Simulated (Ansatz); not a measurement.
Reaction (atomization): `C=[CH][In]([CH3])[Cl]` → 3 C• + Cl• + 6 H• + In•

Gas-phase electronic energies from Ansatz, PBE0-D4/def2-TZVP geometries. CCSD(T)/CBS is the MP2 limit (def2-TZVPP, def2-QZVPP) plus CCSD(T) − MP2 in def2-TZVPP, frozen cores. This one scheme is used for every species, atoms too. For atomizations the MP2-based limit and the directly extrapolated one differ by several kJ/mol either way, and by 10 to 25 for some Ge, Se and Sn compounds, so smaller differences from it don't rank the levels. DFT in def2-TZVPP. No spin–orbit coupling; open shells (•) take unrestricted orbitals. Spin–orbit coupling would lower the free atoms: a little for C, Cl; strongly for In. def2 core potentials past Kr. Bonds to In are less sure, by a few kJ/mol each and by 10 to 20 or more in all where they break to atoms, as the def2 sets lack core-valence functions. Each species was taken in one conformer, which may not be the lowest.

`C=[CH][In]([CH3])[Cl]`:

```xyz
11

C     1.993   -0.720   -1.454
C     0.672   -0.681   -1.303
In   -0.177    0.219    0.416
C    -2.074    0.632    1.295
Cl    1.596    1.010    1.775
H     2.669   -0.299   -0.715
H     2.458   -1.176   -2.327
H     0.040   -1.118   -2.073
H    -2.116    0.153    2.274
H    -2.166    1.709    1.436
H    -2.896    0.273    0.677
```

(1) What is ΔE at CCSD(T)/CBS? (Best estimate.)

(2) What do these levels give: r2SCAN0-D4, ωB97X-V, BLYP, CCSD/def2-SVP, MP2/def2-TZVPP, SCS-MP2/def2-QZVPP? (Best estimate.)

Largest T1 diagnostic among the species: 0.015.

Answers

(1) Ansatz gave: +3982.2 kJ/mol.

(2) The calculation gave: r2SCAN0-D4 3936.6, ωB97X-V 3978.6, BLYP 3881.6, CCSD/def2-SVP 3736.3, MP2/def2-TZVPP 3939.7, SCS-MP2/def2-QZVPP 3971.5 kJ/mol.

From BLYP to BHLYP (50 % exact exchange), in def2-TZVPP and without D4, ΔE moves by −50.6 kJ/mol: exact exchange takes away binding that semilocal exchange gives to molecules. At CCSD(T), def2-SVP lies −203.3 kJ/mol from the extrapolated value and def2-TZVPP −94.1 kJ/mol: correlation converges slowly with the basis, and small sets miss more of it in the bonded molecule than in its fragments. The D4 term adds +37.2 kJ/mol with B3LYP and +19.8 kJ/mol with PBE0; it sums over pairs of atoms, weighted by their polarisabilities, and B3LYP, whose exchange is more repulsive, gets the larger term.

B3LYP here is the variant with VWN-RPA as its local correlation; programs differ in this.
